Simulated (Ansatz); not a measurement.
System: sum formula H$_{6}$SiN$_{3}$O, net charge 0, doublet state. It need not be the lowest isomer of its formula. 
Geometry from a B3LYP-D3(BJ)/def2-TZVP (Ansatz, an electronic-structure program) optimisation:
SMILES: N[Si](N)(N)[O]
```xyz
11

N      1.2992    -0.5515     0.9677
Si     0.0359     0.0665     0.0170
N     -0.7481    -1.0879    -1.0300
N     -1.1579     0.6493     1.0912
O      0.6324     0.9972    -1.1759
H      1.1631    -1.0331     1.8396
H      2.2509    -0.5647     0.6442
H     -0.1618    -1.6684    -1.6133
H     -1.5944    -0.8381    -1.5229
H     -0.8829     1.2584     1.8456
H     -2.0892     0.8679     0.7741
```
Charge 0, spin multiplicity 2.

Dipole moments at this geometry, in debye (magnitudes).

```csv
level,program,dipole (D)
r2SCAN/def2-TZVPD,Ansatz,2.39
PBE0/def2-TZVPD,Ansatz,2.09
BHLYP/def2-TZVPD,Ansatz,1.53
r2SCAN0/def2-TZVPD,Ansatz,1.84
LC-wPBE/def2-TZVPD,Ansatz,[?]
CCSD(T)/aug-cc-pV(D+d)Z,Ansatz,[?]
```

Problem. What belongs in the gaps?

Solution. 
- LC-wPBE/def2-TZVPD, dipole (D): 1.63
- CCSD(T)/aug-cc-pV(D+d)Z, dipole (D): 1.78
